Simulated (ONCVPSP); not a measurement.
# An all-electron radial function and its pseudo partner (nitrogen)

Columns: radius, all-electron u(r) and pseudo u(r) of the 2s shell (level -21.57 eV) of nitrogen in the configuration [He] 2s2 2p2.75; LDA (Perdew-Zunger), scalar-relativistic, ONCV scheme, ONCVPSP 4.0.1.

```tsv
r (bohr)	all-electron	pseudo
0.103	-0.3896	0.0948
0.205	-0.2885	0.1961
0.308	-0.0324	0.3006
0.410	0.2365	0.4123
0.513	0.4699	0.5312
0.615	0.6474	0.6404
0.718	0.7724	0.7464
0.820	0.8492	0.8380
0.923	0.8883	0.8876
1.025	0.8973	0.8972
1.128	0.8842	0.8842
1.230	0.8556	0.8556
1.332	0.8165	0.8164
1.435	0.7701	0.7701
1.538	0.7200	0.7200
1.640	0.6688	0.6687
1.743	0.6170	0.6170
1.845	0.5670	0.5670
1.948	0.5184	0.5184
2.050	0.4727	0.4727
2.153	0.4293	0.4293
2.255	0.3892	0.3892
2.358	0.3517	0.3517
2.460	0.3174	0.3174
2.562	0.2860	0.2860
2.665	0.2570	0.2570
```

**Question.** How many radial nodes do the two functions have?

**Answer.** The all-electron 2s function has n − l − 1 = 1; the pseudo-wave has 0, since the states of the same l below it are removed with the core.

**Question.** At about which radius was the pseudo-wave matched?

**Answer.** 1.00 bohr, where the columns begin to agree (steps of 0.10 bohr).

**Question.** Where does each function peak?

**Answer.** Outermost all-electron maximum near 1.02 bohr, pseudo maximum near 1.02 bohr (to the table’s step).

**Question.** Is the pseudo-wave norm-conserving?

**Answer.** Yes: the ONCV scheme keeps the norm inside the radius equal to the all-electron one, which fixes the energy derivative of the logarithmic derivative at the level.
